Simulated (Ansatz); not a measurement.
Computed with Ansatz on PBE0-D4/def2-TZVP structures; ΔE is electronic, products minus reactants. CBS: MP2 limit from def2 TZ/QZ plus the TZ coupled-cluster correction, frozen cores. DFT in def2-TZVPP. B3LYP here is the variant with VWN-RPA as its local correlation; programs differ in this. HSE06 is defined as in plane-wave codes. def2 core potentials past Kr. For Br, Sn outer-core shells are correlated without core-valence functions, which leaves a few kJ/mol of doubt a bond. Scalar relativity is left out up to krypton. Each species was taken in one conformer, which may not be the lowest.

`N[CH2][SnH2][NH2]` + HBr → `[NH2][SnH2][Br]` + CH₃NH₂  (ligand exchange at the Sn–C bond)

`N[CH2][SnH2][NH2]`:

```xyz
12

N    -1.438   -0.101   -1.084
C    -1.026   -0.661    0.197
Sn    1.109   -0.374    0.379
N     1.577    1.604    0.366
H    -2.447   -0.107   -1.181
H    -1.066   -0.642   -1.854
H    -1.298   -1.712    0.363
H    -1.479   -0.077    1.003
H     1.761   -1.024    1.822
H     1.852   -1.057   -1.006
H     1.464    2.033    1.276
H     0.991    2.117   -0.281
```

HBr:

Cartesian coordinates in Å:
```
Br -0.609 0.363 -0.045
H 0.609 -0.363 0.045
```

`[NH2][SnH2][Br]`:

Cartesian coordinates in Å:
```
N -1.132 0.161 -0.605
Sn 0.654 -0.068 0.276
Br 0.221 -0.838 2.599
H -1.383 1.104 -0.862
H -1.338 -0.469 -1.366
H 1.444 1.430 0.426
H 1.534 -1.320 -0.467
```

CH₃NH₂:

```xyz
7

C    -0.139    0.279    0.475
N     0.338   -0.146   -0.830
H    -0.629   -0.502    1.075
H    -0.850    1.099    0.351
H     0.699    0.670    1.057
H    -0.426   -0.501   -1.390
H     1.007   -0.899   -0.738
```

```tsv
level	ΔE (kJ/mol)	difference from CCSD(T)/CBS
LDA (SPW92)	-126.1	10.9
PBE-D4	-132.4	4.6
revPBE-D4	-129.8	7.2
BLYP-D4	-133.3	3.7
r2SCAN-D4	-141.1	-4.1
B97M-V	-142.5	-5.5
PBE0-D4	-139.3	-2.3
B3LYP-D4	-139.7	-2.7
r2SCANh-D4	-142.7	-5.7
r2SCAN0-D4	-145.0	-8.0
HSE06-D4	-139.7	-2.7
BHLYP-D4	-149.9	-12.9
CAM-B3LYP-D4	-139.4	-2.4
ωB97X-V	-139.4	-2.4
ωB97M-V	-137.7	-0.7
B2PLYP	-140.7	-3.7
PBE-QIDH	-141.2	-4.2
PBE	-135.4	1.6
revPBE	-137.8	-0.8
BLYP	-139.6	-2.6
r2SCAN	-142.2	-5.2
PBE0	-142.0	-5.0
r2SCAN0	-146.2	-9.2
HSE06	-142.2	-5.2
BHLYP	-152.3	-15.3
CAM-B3LYP	-142.2	-5.2
LC-ωPBE	-139.8	-2.8
HF/def2-SVP	-162.4	-25.4
MP2/def2-SVP	-139.2	-2.2
CCSD/def2-SVP	-137.5	-0.5
CCSD(T)/def2-SVP	-134.3	2.7
HF/def2-TZVPP	-166.6	-29.6
MP2/def2-TZVPP	-130.8	6.2
SCS-MP2/def2-TZVPP	-133.4	3.6
HF/def2-QZVPP	-167.4	-30.4
MP2/def2-QZVPP	-136.1	0.9
SCS-MP2/def2-QZVPP	-138.5	-1.5
HF/CBS(def2)	-167.5	-30.5
MP2/CBS(def2)	-139.6	-2.6
CCSD/CBS(def2)	-140.9	-3.9
CCSD(T)/CBS	-137.0	0
```

Largest T1 diagnostic among the species: 0.012.

The D4 term adds +4.6 kJ/mol with B3LYP and +2.7 kJ/mol with PBE0; it sums over pairs of atoms, weighted by their polarisabilities, and B3LYP, whose exchange is more repulsive, gets the larger term. From BLYP to BHLYP (50 % exact exchange), in def2-TZVPP and without D4, ΔE moves by −12.7 kJ/mol.
